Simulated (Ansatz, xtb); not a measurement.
# Ranking isomers of BF2Si

3 gas-phase structures of BF2Si, found in a search over its isomers (lower ones may exist). Each was relaxed with GFN2-xTB; where two conformers were screened, the lower at r2SCAN-D4/def2-SVP is listed:

A. `[B]=[Si](F)F`, a doublet
B. a doublet given by its coordinates
C. `F/B=[Si]/F`, a doublet

B (Å):

```
atom   x (Å)    y (Å)    z (Å)
   B  0.4499   0.6216   0.4694
   F  0.1648   0.4540   1.7746
   F  0.1841   1.8696   0.0405
  Si  1.1693  -0.7876  -0.6736
```

Close contacts (Å): B1–F2 1.35, B1–F3 1.35, B1–Si4 1.95.

**Question.** Which do you expect lowest at r2SCAN-D4/def2-SVP, and how would the others follow?

**Answer.** Calculated order at r2SCAN-D4/def2-SVP: B (0.0), C (25.3), A (66.4) kcal/mol.

Energies above the lowest of each column, in kcal/mol; the last columns are at B3LYP/6-31G* geometries:

```tsv
structure	GFN2-xTB	HF/STO-3G	r2SCAN-D4/def2-SVP	B3LYP/6-31G*	CCSD(T)/def2-SVP
B	0.0	0.0	0.0	0.0	0.0
C	7.6	58.6	25.3	17.5	24.3
A	34.0	132.3	66.4	59.0	65.6
```

Every level run on B puts it lowest or level with the lowest. Open shells are spin-unrestricted, some with notable spin contamination. Large T1 diagnostics make some coupled-cluster values less sure.

Programs: Ansatz 0.2.0, xtb 6.7.1 (Pople sets with spherical d functions).
